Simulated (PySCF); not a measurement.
# Computed spin Hamiltonian

Compound: H₅N₂OSi₂ (doublet state).
Structure used (GFN2-xTB), in Å, numbered top down from 1:
```xyz
10
H5N2OSi2 angstrom
O     -2.3209   -0.2740    0.3977
Si    -1.0080    0.3307   -0.3257
N      0.0671   -0.7939   -1.0551
Si     1.5506   -0.2409   -0.3929
N      0.4335    0.6430    0.6783
H     -2.3283   -1.1855    0.6811
H     -1.4479    1.5856   -0.8841
H      2.3222    0.7752   -1.0891
H      2.3305   -1.2516    0.3075
H      0.4102    0.4161    1.6598
```

The hyperfine couplings belong to this conformer and change with its torsions.

As a line formula: `O[Si@@H]1[N][SiH2]N1` [radical].

Theory: UKS B3LYP, pcH-1 on H N O Si, non-relativistic, mean-field spin-orbit, GIAO (PySCF). Geometry: GFN2-xTB, one conformer, isolated molecule. The geometry wasn't refined by DFT: couplings that depend on bond lengths, twists or pyramidal angles can differ widely from those at the functional's own minimum. No stability test was run, so a lower SCF solution isn't excluded.

| Property | Result |
| --- | --- |
| g1, g2, g3 | 2.00272, 2.00388, 2.00503 |
| g_iso | 2.00388 |
| Form of g | rhombic: the two nearest values differ by 50 % of g3 − g1 |
| ⟨S²⟩ | 0.7569 (exact 0.7500) |

Isotropic coupling and dipolar principal values T1 to T3, in MHz; ρ(0) is the spin density at the nucleus:

```json
{"atom": "O1", "isotope": "17O", "a_iso": "2.5", "of which spin–orbit": "0.0", "T1": "-0.5", "T2": "-0.2", "T3": "0.8", "Mulliken spin population": "0.00", "ρ(0) (bohr⁻³)": "-0.0042"}
{"atom": "Si2", "isotope": "29Si", "a_iso": "40.6", "of which spin–orbit": "0.0", "T1": "-5.7", "T2": "1.3", "T3": "4.4", "Mulliken spin population": "-0.02", "ρ(0) (bohr⁻³)": "-0.0457"}
{"atom": "N3", "isotope": "14N", "a_iso": "27.0", "of which spin–orbit": "0.1", "T1": "-33.4", "T2": "-32.9", "T3": "66.3", "Mulliken spin population": "0.73", "ρ(0) (bohr⁻³)": "0.0832"}
{"atom": "Si4", "isotope": "29Si", "a_iso": "35.0", "of which spin–orbit": "-0.1", "T1": "-5.2", "T2": "0.8", "T3": "4.4", "Mulliken spin population": "-0.03", "ρ(0) (bohr⁻³)": "-0.0395"}
{"atom": "N5", "isotope": "14N", "a_iso": "13.2", "of which spin–orbit": "0.0", "T1": "-17.8", "T2": "-17.2", "T3": "35.0", "Mulliken spin population": "0.34", "ρ(0) (bohr⁻³)": "0.0409"}
{"atom": "H6", "isotope": "1H", "a_iso": "0.4", "of which spin–orbit": "0.0", "T1": "-2.9", "T2": "-1.5", "T3": "4.4", "Mulliken spin population": "0.00", "ρ(0) (bohr⁻³)": "0.0001"}
{"atom": "H7", "isotope": "1H", "a_iso": "-5.8", "of which spin–orbit": "0.0", "T1": "-3.5", "T2": "-1.2", "T3": "4.8", "Mulliken spin population": "0.00", "ρ(0) (bohr⁻³)": "-0.0013"}
{"atom": "H8", "isotope": "1H", "a_iso": "-5.4", "of which spin–orbit": "0.0", "T1": "-3.8", "T2": "-1.3", "T3": "5.1", "Mulliken spin population": "0.00", "ρ(0) (bohr⁻³)": "-0.0012"}
{"atom": "H9", "isotope": "1H", "a_iso": "-5.8", "of which spin–orbit": "0.0", "T1": "-4.0", "T2": "-1.9", "T3": "5.9", "Mulliken spin population": "0.00", "ρ(0) (bohr⁻³)": "-0.0013"}
{"atom": "H10", "isotope": "1H", "a_iso": "-15.2", "of which spin–orbit": "0.0", "T1": "-22.5", "T2": "-3.9", "T3": "26.4", "Mulliken spin population": "-0.01", "ρ(0) (bohr⁻³)": "-0.0034"}
```

The largest Mulliken spin populations are on N3 (+0.73) and N5 (+0.34).

Under fast tumbling the dipolar parts average out, and these isotropic splittings remain: 1 × 14N (N3, I = 1, 3 lines) with 0.96 mT, 1 × 1H (H10, I = 1/2, 2 lines) with 0.54 mT, 1 × 14N (N5, I = 1, 3 lines) with 0.47 mT, 1 × 1H (H7, I = 1/2, 2 lines) with 0.21 mT, 1 × 1H (H9, I = 1/2, 2 lines) with 0.21 mT and 1 × 1H (H8, I = 1/2, 2 lines) with 0.19 mT.

The 29Si coupling of Si2 (40.6 MHz) shows only in satellite lines or after enrichment, since that isotope makes up about 4.7 % of natural silicon.

β density exceeds α density at some nuclei, such as Si2 (-0.0457), Si4 (-0.0395) and O1 (-0.0042), spin density in bohr⁻³. In a single determinant that takes different orbitals for the two spins, that is spin polarisation.

Time: 27 s (grids of density and orbitals included); peak memory 0.74 GiB. Hardware: one thread, Arm Neoverse V2 (aarch64), on a shared host.
